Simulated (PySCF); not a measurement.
How methods differ on the ionisation energy of Ca²⁺

Ca²⁺ [Ar] (1S) → Ca³⁺ [Ne] 3s2 3p5 (2P), as a difference of total energies. All numbers are calculated (PySCF 2.14, the spin-free X2C one-electron Hamiltonian (Gaussian nucleus), in cc-pVDZ-X2C). Correlated levels: valence: [Ne] 3s2 frozen. The calculations carry no spin-orbit coupling.

```csv
method,ionisation energy (eV),difference from reference (eV)
UHF,50.605,-0.308
LDA,52.043,+1.130
TPSS,51.861,+0.948
MP2 (valence),51.277,+0.364
SCS-MP2 (valence),51.225,+0.312
CCSD (valence),51.326,+0.413
CCSD(T) (valence),51.328,+0.415
```

Reference: 50.913 eV (measured; NIST Atomic Spectra Database, ionization energies).

The reference lies between the lowest fine-structure levels, while these numbers refer to the centres of the terms.

Errors of the correlated levels include the incompleteness of this basis and the frozen core.
